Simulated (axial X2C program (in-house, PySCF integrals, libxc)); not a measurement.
# Ω levels of TmSe from open-shell CI on f12 s1

Calculated with an axial X2C code built on PySCF integrals: two-component X2C with atomic mean-field Coulomb and Gaunt terms, basis Tm dyall-v3z, Se dyall-v3z (cores contracted in-house). Orbitals come from Hartree–Fock averaged over the configuration Tm f12 s1; CI then distributes these electrons over the f, s shells of Tm.

R = 2.433 Å (near the minimum of the configuration average).

Active spinors (ω > 0):

| shell | ω | ε (eV) | character |
| --- | --- | --- | --- |
| f | 5/2 | -19.54 | 100% Tm f |
| f | 3/2 | -19.44 | 100% Tm f |
| f | 1/2 | -19.36 | 100% Tm f |
| f | 7/2 | -18.25 | 100% Tm f |
| f | 5/2 | -18.18 | 100% Tm f |
| f | 3/2 | -18.10 | 100% Tm f |
| f | 1/2 | -18.05 | 100% Tm f |
| s | 1/2 | -3.67 | 66% Tm s, 20% Tm p, 9% Tm d |

Lowest levels of this model:

```tsv
Ω	energy (cm⁻¹)	g∥	μ (D)	configuration
1/2	0	1.29	-7.97	100% f12 s1
3/2	72	3.86	-7.97	100% f12 s1
5/2	214	6.38	-7.97	100% f12 s1
7/2	423	8.85	-7.97	100% f12 s1
9/2	702	11.29	-7.96	100% f12 s1
1/2	758	1.07	-7.97	100% f12 s1
3/2	852	3.21	-7.97	100% f12 s1
5/2	1036	5.39	-7.97	100% f12 s1
11/2	1072	13.68	-7.95	100% f12 s1
7/2	1294	7.59	-7.96	100% f12 s1
9/2	1612	9.80	-7.95	100% f12 s1
13/2	1614	15.99	-7.94	100% f12 s1
11/2	1976	12.02	-7.94	100% f12 s1
9/2	7405	11.06	-7.96	100% f12 s1
7/2	7424	8.22	-7.96	100% f12 s1
5/2	7466	5.75	-7.96	100% f12 s1
3/2	7516	3.39	-7.96	100% f12 s1
1/2	7556	1.13	-7.96	100% f12 s1
3/2	7702	3.46	-7.96	100% f12 s1
5/2	7717	5.50	-7.97	100% f12 s1
1/2	7744	1.21	-7.96	100% f12 s1
7/2	7800	7.52	-7.96	100% f12 s1
9/2	9108	10.19	-7.95	100% f12 s1
11/2	9582	12.28	-7.94	100% f12 s1
```

g∥ is the magnitude of 2⟨Lz + ge Sz⟩ for the +Ω component. μ is positive if the Se end is positive.

From Ω and g∥ of the lowest level, whose 2⟨Lz + ge Sz⟩ is positive, find ⟨Sz⟩ and ⟨Lz⟩ (ge = 2.0023).

Ω = ⟨Lz⟩ + ⟨Sz⟩ = 1/2 and ⟨Lz⟩ + ge⟨Sz⟩ = 0.645, so ⟨Sz⟩ = 0.14 and ⟨Lz⟩ = 0.36.

Occupations of the active spinors in the lowest level by ω, shell by shell in order of energy: -7/2: 0.99; -5/2: 1.00 0.77; -3/2: 0.98 0.43; -1/2: 0.96 0.85 0.43; 1/2: 0.96 0.63 0.57; 3/2: 0.99 0.53; 5/2: 1.00 0.91; 7/2: 1.00. The leading determinant has weight 0.32 among 67.

This point took 6.2 s on 1 thread of Arm Neoverse N1 (shared host).

There is no dynamic correlation: spin–orbit spacings and, for f shells, spacings inside one term are the most reliable numbers, splittings between terms come out too wide, and energies between configurations are not reliable, so the lowest level need not be the ground state of the molecule. At most 4 roots were kept for each Ω > 0 (twice that for Ω = 0) within 2.2 eV of the lowest, so higher up levels can be missing between those listed; levels with Ω > 0 are doubly degenerate and listed once, Ω = 0 levels singly. Along the bond the averaged SCF switches between close solutions, so this one may not be the lowest.
